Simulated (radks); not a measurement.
Species: Mg II. Configuration: [Ne] 3s1.

All-electron calculation, non-relativistic Kohn-Sham, Slater X-alpha with alpha = 0.685, spin-polarised, spherical densities, point nucleus; open shells are filled with parallel spins first. Program: a radial shooting solver on a logarithmic mesh with Libxc functionals.

Energy parts (eV):
part                  energy
total              -5398.930
kinetic             5398.930
electron-nucleus  -12895.269
Hartree             2500.942
exchange            -403.534

Orbitals (lengths in bohr, moments of r in powers of bohr; <r^-3> diverges for s and p1/2):
orbital  occ.  eigenvalue (eV)    <r^2>  <r^-3>
1s up       1        -1260.154  0.02325       -
1s down     1        -1260.070  0.02325       -
2s up       1         -86.8793   0.5947       -
2s down     1         -86.7274   0.5910       -
2p up       3         -54.6213   0.6146   25.49
2p down     3         -54.4327   0.6042   25.63
3s up       1         -11.5067    8.934       -
3s down     0          -8.3178    9.543       -

The highest occupied level is 3s up at -11.507 eV. For comparison, the ionisation energy in NIST's Atomic Spectra Database is 15.035 eV (measured). In exact Kohn-Sham theory the highest level is minus the ionisation energy, but local and semilocal functionals leave it too shallow, through self-interaction and a potential that decays too fast; potentials with the right tail come closer.
